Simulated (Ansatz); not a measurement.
System: CH₅BNO₂, charge -1, multiplicity 1. It need not be the lowest isomer of its formula. Whether it binds its extra electron was not tested at this geometry. 
Coordinates optimised at B3LYP-D3(BJ)/def2-TZVP (Ansatz, a program for electronic structure):
```
N
B 1 1.3631
C 1 1.4281 2 121.49
H 3 1.1097 1 115.28 2 0.00
H 3 1.1104 4 105.38 1 -125.05
H 3 1.1104 4 105.38 5 -109.89
O 2 1.4336 1 128.01 3 0.00
H 7 0.9611 2 107.65 1 -180.00
O 2 1.4417 1 121.28 3 -180.00
H 9 0.9629 2 103.74 1 0.00
```
Charge -1, spin multiplicity 1.

Basis-set convergence of Hartree-Fock and CCSD correlation energies (hartree) with Ansatz. Correlated levels leave the core frozen unless marked. No spin-orbit coupling. Non-relativistic. This anion needs diffuse functions, which these sets lack.

```csv
basis,functions,E(HF),"E(corr, CCSD)"
cc-pVDZ,95,-269.74289,-0.81069
cc-pVTZ,220,-269.83854,-1.00171
cc-pVQZ,425,…,…
```

Q: Fill in the missing entries.

A: 
- cc-pVQZ, E(HF): -269.86250
- cc-pVQZ, E(corr, CCSD): -1.06479
